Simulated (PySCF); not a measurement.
Some computed properties have been withheld. Give your best values.

MeSiCl2SBu, C5H12Cl2SSi.
SMILES: `CCCCS[Si](C)(Cl)Cl`

Conformer (atom-mapped SMILES and torsion angles): `[CH3:1][CH2:2][CH2:3][CH2:4][S:5][Si:6]([CH3:7])([Cl:8])[Cl:9]`: C1–C2–C3–C4 -64°, C2–C3–C4–S5 178°, C3–C4–S5–Si6 82°, C4–S5–Si6–C7 52°.

```tsv
property	level	value
point group	PBE0-D3(BJ)/def2-SVP	?
rotational constants A, B, C	PBE0-D3(BJ)/def2-SVP	1.465, 0.416, 0.376 GHz
dipole moment	wB97X-D/def2-SVPD	3.48 D
HOMO energy	wB97X-D/def2-SVPD	-9.14 eV
LUMO energy	wB97X-D/def2-SVPD	1.47 eV
lowest singlet excitation	TDDFT wB97X-D/def2-SVPD	?
strongest line among the 10 lowest singlet transitions	TDDFT wB97X-D/def2-SVPD	S7 at 7.85 eV (158 nm, f = 0.159)
lowest triplet excitation (Tamm–Dancoff)	TDA wB97X-D/def2-SVPD	?
static isotropic polarisability	wB97X-D/def2-SVPD	133.2 au
vertical ionisation energy	ΔSCF wB97X-D/def2-SVPD	9.26 eV
electronic spatial extent ⟨r²⟩ about the centre of nuclear charge	wB97X-D/def2-SVPD	3054 bohr²
13C chemical shifts (computed TMS as zero) by class	GIAO PBE0/pcSseg-1	?
1H chemical shifts (computed TMS as zero) by class	GIAO PBE0/pcSseg-1	?
isotropic shieldings of nuclei other than C and H, by class	GIAO PBE0/pcSseg-1	298 (1 Si), 554 (1 S), 818 (2 Cl) ppm
```

Electronic properties: PySCF, gas phase, density fitting. The structure is a single PBE0-D3(BJ)/def2-SVP conformer in the gas phase; no vibrational or solvent corrections. NMR classes are plain means over equivalent atoms (diastereotopic ones count apart unless rotation or inversion swaps them), as if these changed places fast; in this geometry the members of some classes differ.

Task: The 13C chemical shifts (computed TMS as zero) by class?

Result: 35.8 (1 C), 32.0 (1 C), 24.3 (1 C), 13.4 (1 C), 8.6 (1 C) ppm.

Task: Give the point group.

Result: C1.

Task: Give the lowest singlet excitation.

Result: 5.79 eV (214 nm, f = 0.006).

Task: The 1H chemical shifts (computed TMS as zero) by class?

Result: 2.28 (2 H), 1.67 (2 H), 1.27 (2 H), 0.92 (3 H), 0.81 (3 H) ppm.

Task: Give the lowest triplet excitation (Tamm–Dancoff).

Result: 5.46 eV.

 The vertical singlet–triplet gap S1 − T1 is 0.33 eV (TDDFT singlet less Tamm–Dancoff triplet; S1: HOMO→LUMO, weight 0.75; T1: HOMO→LUMO, weight 0.70). No computed singlet falls in the visible range (750 to 380 nm, 1.65 to 3.26 eV); S1 lies 2.53 eV above its blue end.
